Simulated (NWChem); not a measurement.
C₄H₉O, doublet; SMILES CCC[CH]O

```xyz
14

C     -0.1822    -2.3664     0.1588
C     -0.3258    -0.9480    -0.3685
C      0.6821     0.0323     0.2503
C      0.5360     1.4375    -0.2021
O     -0.6079     2.0520     0.2093
H     -0.9179    -3.0461    -0.2981
H      0.8206    -2.7738    -0.0503
H     -0.3294    -2.4035     1.2504
H     -1.3422    -0.5695    -0.1692
H     -0.2073    -0.9403    -1.4663
H      0.5723     0.0015     1.3506
H      1.7096    -0.3043     0.0300
H      0.9540     1.7593    -1.1661
H     -0.6572     2.9272    -0.1869
```
Atoms are numbered in this order, from 1.

All runs: NWChem. Spin-unrestricted. All runs use the structure optimised with PBE0/def2-SVP, spin-unrestricted. No frequency run checked for a minimum. No stability test was run on the SCF state.

Q: Estimate the computed values for PBE0/def2-SVP. Quantities: highest occupied level (eV); lowest empty minus highest occupied level, either spin (eV); dipole (D).

A: 
```yaml
highest occupied level (eV): -4.66
lowest empty minus highest occupied level, either spin (eV): 4.62
dipole (D): 1.38
```
